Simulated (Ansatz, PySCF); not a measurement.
Dissociation curve of HBr (cation, charge +1), lowest doublet found (which spin is the ground state isn't settled by this scan).

- ROCCSD = Ansatz (a program for electronic structure) with CCSD on ROHF/aug-cc-pVDZ, cores with 3d frozen
- ROHF/aug-cc-pVDZ (Ansatz)
- UHF/STO-3G = unrestricted Hartree-Fock/STO-3G (PySCF 2.14.0)

Total energies in hartree (comparable only within one method and basis):

```csv
R / Å,ROCCSD,ROHF,UHF/STO-3G
1.08,-2572.57971,-2572.45750,-2544.75711
1.19,-2572.65190,-2572.52866,-2544.84209
1.26,-2572.67732,-2572.55333,-2544.87412
1.31,-2572.68870,-2572.56415,-2544.88916
1.36,-2572.69579,-2572.57062,-2544.89897
1.43,-2572.70020,-2572.57412,-2544.90572
1.48,-2572.70038,-2572.57360,-2544.90660
1.54,-2572.69820,-2572.57054,-2544.90432
1.57,-2572.69635,-2572.56822,-2544.90208
1.63,-2572.69150,-2572.56241,-2544.89586
1.69,-2572.68553,-2572.55543,-2544.88788
1.79,-2572.67410,-2572.54220,-2544.87224
1.90,-2572.66062,-2572.52664,-2544.85473
2.05,-2572.64243,-2572.50553,-2544.83517
2.20,-2572.62563,-2572.48587,-2544.82092
2.43,-2572.60364,-2572.45980,-2544.80669
2.65,-2572.58707,-2572.43961,-2544.79900
2.95,—,—,-2544.79400
3.30,—,—,-2544.79195
3.75,—,—,-2544.79130
4.42,—,—,-2544.79117
5.13,—,—,-2544.79117
```

A dash means that the run gave no value there, or that the column was ended at a point which the program doubted or which failed a test of continuity chosen for this set; such a test can also cut sound points.

The T1 diagnostic of CCSD on the restricted reference of ROCCSD exceeds 0.045 at 2.43 to 3.75 Å. The unrestricted determinant behind UHF/STO-3G is spin-contaminated at 1.90 to 5.13 Å (<S²> up to 1.8, against 0.75 for a pure doublet).
